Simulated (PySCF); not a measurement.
Geometry:
| atom | x (Å) | y (Å) | z (Å) |
| --- | --- | --- | --- |
| C1 | 2.576 | 0.922 | -0.276 |
| B2 | 1.063 | 0.510 | -0.328 |
| C3 | 0.611 | -0.964 | -0.012 |
| C4 | -0.712 | -1.397 | -0.644 |
| C5 | -1.777 | -0.308 | -0.561 |
| C6 | -1.329 | 0.983 | -1.241 |
| C7 | -0.059 | 1.587 | -0.628 |
| C8 | -0.344 | 2.301 | 0.705 |
| H9 | 2.967 | 0.708 | -1.291 |
| H10 | 2.757 | 1.992 | -0.092 |
| H11 | 3.186 | 0.318 | 0.415 |
| H12 | 0.498 | -0.934 | 1.095 |
| H13 | 1.415 | -1.700 | -0.182 |
| H14 | -1.086 | -2.327 | -0.183 |
| H15 | -0.541 | -1.640 | -1.708 |
| H16 | -2.018 | -0.110 | 0.500 |
| H17 | -2.714 | -0.665 | -1.019 |
| H18 | -1.145 | 0.764 | -2.309 |
| H19 | -2.150 | 1.723 | -1.224 |
| H20 | 0.347 | 2.352 | -1.316 |
| H21 | -1.087 | 3.105 | 0.569 |
| H22 | 0.564 | 2.757 | 1.130 |
| H23 | -0.749 | 1.612 | 1.465 |

Geometry: PBE0-D3(BJ)/def2-SVP; GIAO absolute shieldings from PySCF 2.14.0 with density-fitted response routines, gas phase, non-relativistic, averaged over equivalent atoms.

At PBE0/pcSseg-1 (211 basis functions, 46 s wall time on 1 thread of an Arm Neoverse V2, shared host):
```csv
atoms,σ (ppm)
C6,150.7
C7,155.1
C3,156.8
C4,157.0
C5,160.2
C8,168.8
C1,169.4
B2,14.2
H14,29.50
H13,29.71
H19,29.74
H16,29.74
H18,29.74
H17,29.86
H20,29.93
H15,30.02
H21/H22/H23,30.37
H9/H10/H11,30.47
H12,30.58
```

Estimate the result of repeating the calculation with wB97X-D/pcSseg-1.

## Answers


```json
{"atoms": "C6", "σ at wB97X-D/pcSseg-1": "151.6", "change": "+0.9"}
{"atoms": "C7", "σ at wB97X-D/pcSseg-1": "157.1", "change": "+2.0"}
{"atoms": "C3", "σ at wB97X-D/pcSseg-1": "158.6", "change": "+1.8"}
{"atoms": "C4", "σ at wB97X-D/pcSseg-1": "158.1", "change": "+1.1"}
{"atoms": "C5", "σ at wB97X-D/pcSseg-1": "160.8", "change": "+0.6"}
{"atoms": "C8", "σ at wB97X-D/pcSseg-1": "169.1", "change": "+0.3"}
{"atoms": "C1", "σ at wB97X-D/pcSseg-1": "170.5", "change": "+1.1"}
{"atoms": "B2", "σ at wB97X-D/pcSseg-1": "18.7", "change": "+4.5"}
{"atoms": "H14", "σ at wB97X-D/pcSseg-1": "29.67", "change": "+0.17"}
{"atoms": "H13", "σ at wB97X-D/pcSseg-1": "29.93", "change": "+0.22"}
{"atoms": "H19", "σ at wB97X-D/pcSseg-1": "29.91", "change": "+0.17"}
{"atoms": "H16", "σ at wB97X-D/pcSseg-1": "29.93", "change": "+0.19"}
{"atoms": "H18", "σ at wB97X-D/pcSseg-1": "29.94", "change": "+0.20"}
{"atoms": "H17", "σ at wB97X-D/pcSseg-1": "30.01", "change": "+0.15"}
{"atoms": "H20", "σ at wB97X-D/pcSseg-1": "30.17", "change": "+0.24"}
{"atoms": "H15", "σ at wB97X-D/pcSseg-1": "30.20", "change": "+0.18"}
{"atoms": "H21/H22/H23", "σ at wB97X-D/pcSseg-1": "30.49", "change": "+0.12"}
{"atoms": "H9/H10/H11", "σ at wB97X-D/pcSseg-1": "30.63", "change": "+0.16"}
{"atoms": "H12", "σ at wB97X-D/pcSseg-1": "30.78", "change": "+0.20"}
```

The largest change is at B2 (boron bonded to 3 C, in a 6-membered ring). Cost: 211 basis functions, 52 s wall time on 1 thread of an Arm Neoverse V2, shared host. The order of the carbon signals changes between the two levels.

A carbon bonded to boron is broadened by the quadrupolar boron nucleus and is often missing from a measured spectrum.
